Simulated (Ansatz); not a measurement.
Two members of one family (Series BeMeX), computed with Ansatz in the gas phase; def2 core potentials for I, no spin–orbit coupling. The two geometries come from different levels. A negative affinity means that the extra electron isn't bound at that geometry and level; within about 0.2 eV of zero the sign isn't settled. Binding counts from free atoms in the multiplicity of their measured ground term, without zero-point energy. A dash marks a value that wasn't run or was left out as unsound. The structures are stationary points that may keep the symmetry of their start. Remarks come from the PBE and PBE0 runs and from stability tests at other levels; not every state was tested. A HOMO above zero means that the electron is unbound at that level and held by the basis, or that self-interaction error raises the level; the energy of removing that electron tells which.

First: BeMeI (singlet, charge 0, r2SCAN-D4/def2-TZVP geometry).

```tsv
atom	x (Å)	y (Å)	z (Å)
Be1	0.4589	0.7913	0.2744
C2	-0.3430	-0.5945	-0.2038
H3	0.0228	-1.4837	0.3204
H4	-0.2232	-0.7857	-1.2754
H5	-1.4186	-0.5326	-0.0107
I6	1.5030	2.6052	0.8952
```

```json
{"level": "PBE-D4/def2-TZVPD", "HOMO (eV)": "-6.83", "LUMO (eV)": "-1.15", "gap (eV)": "5.67", "vertical EA (eV)": "-0.42", "binding per atom (eV)": "3.41"}
{"level": "r2SCAN-D4/def2-TZVPD", "HOMO (eV)": "-7.10", "LUMO (eV)": "-0.72", "gap (eV)": "6.38", "vertical EA (eV)": "-0.60", "binding per atom (eV)": "3.39"}
{"level": "PBE0-D4/def2-SVP", "HOMO (eV)": "-7.88", "LUMO (eV)": "-0.33", "gap (eV)": "7.55", "vertical EA (eV)": "–", "binding per atom (eV)": "3.39"}
{"level": "PBE0-D4/def2-TZVP", "HOMO (eV)": "-7.92", "LUMO (eV)": "-0.31", "gap (eV)": "7.61", "vertical EA (eV)": "–", "binding per atom (eV)": "3.37"}
{"level": "PBE0-D4/def2-TZVPD", "HOMO (eV)": "-7.93", "LUMO (eV)": "-0.37", "gap (eV)": "7.56", "vertical EA (eV)": "-0.54", "binding per atom (eV)": "3.38"}
```

Remarks: HOMO above zero (-1 doublet).

Second: BeMeBr (singlet, charge 0, PBE0-D4/def2-TZVP geometry).

Cartesian coordinates in Å:
```
Be 0.7584 -0.4917 -0.4016
C -0.5206 0.3424 0.2796
H -0.1804 1.0928 1.0005
H -1.2032 -0.3302 0.8083
H -1.1089 0.8674 -0.4802
Br 2.2547 -1.4808 -1.2066
```

Estimate the same table for the second.


```tsv
level	HOMO (eV)	LUMO (eV)	gap (eV)	vertical EA (eV)	binding per atom (eV)
PBE-D4/def2-TZVPD	-7.51	-0.90	6.61	-0.47	3.53
r2SCAN-D4/def2-TZVPD	-7.81	-0.42	7.40	-0.63	3.53
PBE0-D4/def2-SVP	-8.69	-0.01	8.69	–	3.51
PBE0-D4/def2-TZVP	-8.74	-0.18	8.56	–	3.50
PBE0-D4/def2-TZVPD	-8.77	-0.32	8.45	-0.58	3.50
```

Remarks: HOMO above zero (-1 doublet).
